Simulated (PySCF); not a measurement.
Bond stretch in H₄OSi, SMILES O[SiH3]. The Si1–O5 bond (Si1 also carries H, H, H; O5 carries H) is stretched with both fragments frozen at the PBE0/def2-TZVP optimised geometry.

Computed with: UKS-TPSSh = unrestricted TPSSh/cc-pVDZ (PySCF 2.14.0); RKS-TPSSh = PySCF with restricted TPSSh/cc-pVDZ; UHF/cc-pVDZ (PySCF).

Magnitude of the dipole moment (D; its direction can reverse along the curve, and a method can change to another solution) and Mulliken charge of the fragment that holds Si1:

```
R / Å  μ UKS-TPSSh  q UKS-TPSSh  μ RKS-TPSSh  q RKS-TPSSh  μ UHF  q UHF
-----  -----------  -----------  -----------  -----------  -----  -----
1.24          2.37        -0.04         2.37        -0.04   2.46   0.08
1.33          2.08        -0.01         2.08        -0.01   2.15   0.12
1.39          1.90         0.03         1.90         0.03   1.95   0.16
1.50          1.59         0.09         1.59         0.09   1.65   0.22
1.56          1.46         0.13         1.46         0.13   1.53   0.26
1.61          1.37         0.16         1.37         0.16   1.48   0.29
1.65          1.32         0.18         1.32         0.18   1.46   0.31
1.70          1.29         0.20         1.29         0.20   1.47   0.33
1.74          1.28         0.22         1.28         0.22   1.50   0.35
1.83          1.34         0.25         1.34         0.25   1.66   0.38
1.93          1.48         0.27         1.48         0.27   1.91   0.40
2.04          1.69         0.29         1.69         0.29   2.23   0.42
2.22          2.05         0.30         2.05         0.30   2.79   0.43
2.46          2.45         0.28         2.45         0.28   1.35   0.18
2.71          2.35         0.23         2.74         0.26   1.39   0.06
2.99          1.76         0.15         2.95         0.24   1.69   0.01
3.30          1.40         0.10         3.13         0.22   1.84   0.00
3.66          1.29         0.05         3.28         0.21   1.90   0.00
4.02          1.40         0.03         3.43         0.21   1.92   0.00
4.45          1.56         0.01         3.62         0.20   1.92   0.00
4.98          1.66         0.00         3.88         0.19   1.93   0.00
5.73          1.69         0.00         4.31         0.19   1.95   0.00
```

The unrestricted determinant behind UKS-TPSSh is spin-contaminated at 2.71 to 5.73 Å (<S²> up to 1.0, against 0.00 for a pure singlet). At the longest distance RKS-TPSSh leaves fractional charges on the fragments, a sign of delocalisation error or of the restricted form. The restricted form behind RKS-TPSSh keeps the bonding electrons paired and can't separate into open-shell fragments. The unrestricted determinant behind UHF is spin-contaminated at 2.46 to 5.73 Å (<S²> up to 1.0, against 0.00 for a pure singlet).
